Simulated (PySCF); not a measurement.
An unknown is described by computed data only.

Formula: C5H16O2Si2.

| Item | Value |
| --- | --- |
| Dipole | 1.21 D [PBE0/pcSseg-1] |
| 1H NMR | chemical shifts (computed TMS as zero) by class: 5.25 (1 H), 5.24 (1 H), 5.07 (1 H), 4.30 (1 H), 1.27 (3 H), 1.26 (3 H), 0.35 (3 H), 0.05 (3 H) ppm [GIAO PBE0/pcSseg-1] |
| NMR, other nuclei | isotropic shieldings of nuclei other than C and H, by class: 239 (1 O), 274 (1 O), 374 (1 Si), 382 (1 Si) ppm [GIAO PBE0/pcSseg-1] |
| Rotational structure | rotational constants A, B, C: 1.268, 0.803, 0.613 GHz [GFN2-xTB] |
| 13C NMR | chemical shifts (computed TMS as zero) by class: 67.2 (1 C), 27.8 (1 C), 25.9 (1 C), 1.1 (1 C), 0.7 (1 C) ppm [GIAO PBE0/pcSseg-1] |

Electronic properties: PySCF, gas phase, density fitting. Levels stand in brackets. The structure is a single GFN2-xTB conformer in the gas phase; no vibrational or solvent corrections. NMR classes are plain means over equivalent atoms (diastereotopic ones count apart unless rotation or inversion swaps them), as if these changed places fast.

**Question.** Give a SMILES that accounts for the data.

**Answer.** Numbering: `[CH3:1][SiH2:2][O:3][Si@@H:4]([CH3:5])[O:6][CH:7]([CH3:8])[CH3:9]`. Its formula, C5H16O2Si2, gives 0 degrees of unsaturation, so no ring and no π bond. 5 carbons fall into 5 classes; from least to most shielded: sp3 carbon bound to oxygen [C7] (67.2 ppm), methyl carbon [C9] (27.8 ppm), methyl carbon [C8] (25.9 ppm), Si-methyl carbon [C1] (1.1 ppm), Si-methyl carbon [C5] (0.7 ppm). Hydrogen classes from least to most shielded: 1 H on an oxygen-bound silicon, Si2 (5.25 ppm), 1 H on an oxygen-bound silicon, Si2 (5.24 ppm), 1 H on an oxygen-bound silicon, Si4 (5.07 ppm), 1 H on an sp3 carbon bound to oxygen, C7 (4.30 ppm), 3 H on a methyl carbon, C9 (1.27 ppm, a mean of values up to 0.5 ppm apart in this geometry), 3 H on a methyl carbon, C8 (1.26 ppm, a mean of values up to 0.6 ppm apart in this geometry), 3 H on an Si-methyl carbon, C1 (0.35 ppm, a mean of values up to 0.7 ppm apart in this geometry), 3 H on an Si-methyl carbon, C5 (0.05 ppm). The other shieldings belong to: 239 ppm, silyl ether oxygen [O6]; 274 ppm, siloxane oxygen [O3]; 374 ppm, oxygen-bound silicon [Si2]; 382 ppm, oxygen-bound silicon [Si4]. The optimised geometry has point group C1 and is an asymmetric top. Structure: `C[SiH2]O[Si@@H](C)OC(C)C`. The assignments are read from this structure; whether some other isomer fits the data as well wasn't checked. The mirror image fits equally.

Conformer computed: `[CH3:1][SiH2:2][O:3][Si@@H:4]([CH3:5])[O:6][CH:7]([CH3:8])[CH3:9]`: C1–Si2–O3–Si4 -28°, Si2–O3–Si4–C5 -63°, O3–Si4–O6–C7 44°, Si4–O6–C7–C8 88°.
